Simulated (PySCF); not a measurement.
Species: ZnMeF, CH₃FZn (singlet state).
Cartesian coordinates in Å at the PBE0-D3(BJ)/def2-SVP level; atoms count from 1:
```
atom  x, y, z in Å
Zn1   -0.0069    0.0143   -1.1833
C2     0.0026   -0.0036    0.7367
H3    -0.4493    0.9155    1.1394
H4     1.0322   -0.0769    1.1188
H5    -0.5680   -0.8637    1.1188
F6    -0.0106    0.0145   -2.9304
```

Theory: PySCF 2.14.0, PBE0-D3(BJ)/def2-SVP geometry optimisation, gas phase.

Question: Which atoms are bound to Zn1, and at what distances?

Answer: 2 atoms: F6 1.747 Å, C2 1.920 Å. The nearest atom not counted as bound is H5, at 2.53 Å (others tie with it).

Question: What is the shape at Zn1?

Answer: Linear: angle 179.5°.

Question: What are the other bond lengths?

Answer: C2–H3, C2–H4, C2–H5 1.101 Å.

Question: What are the rotational constants (commonest isotopes, rigid rotor)?

Answer: A = 157599, B = 4217, C = 4217 MHz: a prolate symmetric top.

Point group: C3v (tolerance 0.08 Å). Charge 0, singlet. Not checked by PBE0-D3(BJ)/def2-SVP frequencies.

Time: 5.6 s of wall time. Hardware: Arm Neoverse V2, one thread, no GPU, shared host. These figures are those of the optimisation.
